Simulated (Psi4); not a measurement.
AlI2 (SMILES [I][Al][I]), doublet, geometry from GFN2-xTB (such geometries of metal compounds can be far from the true shape) (the spin is typed, not shown lowest) (core potentials on I). Base run: Psi4 1.11 with BLYP/def2-SVP.

Geometry (Å):
```xyz
3

Al     0.0000     0.0000     0.0000
I      0.0000     0.0000     2.5901
I      0.0000     0.0000    -2.5901
```
Charge 0, spin multiplicity 2.
Orbitals are unrestricted.
All else is at Psi4's defaults (density fitting; Cartesian or spherical functions as each basis is defined).

Variants of this job, named by their change:

| change | basis functions | E (Eh) | core-seconds (rough) |
|---|---|---|---|
| base | 70 | -837.71129 | 6 |
| basis = def2-SV(P) | 70 | -837.71129 | 7 |
| basis = def2-SVPD | 94 | -837.71706 | 9 |
| basis = def2-TZVP | 137 | -837.82120 | 10 |
| basis = def2-TZVPP | 142 | -837.82127 | 10 |
| basis = def2-TZVPD | 161 | -837.82171 | 20 |
| basis = def2-QZVP | 234 | -837.83083 | 20 |
| basis = def2-QZVPP | 234 | -837.83083 | 20 |

Totals compare only among sets that treat the same electrons; sets with core potentials leave the core out.

Open shells are given as the SCF converged; they aren't shown to be the lowest states, and a large step between rows can be another state.
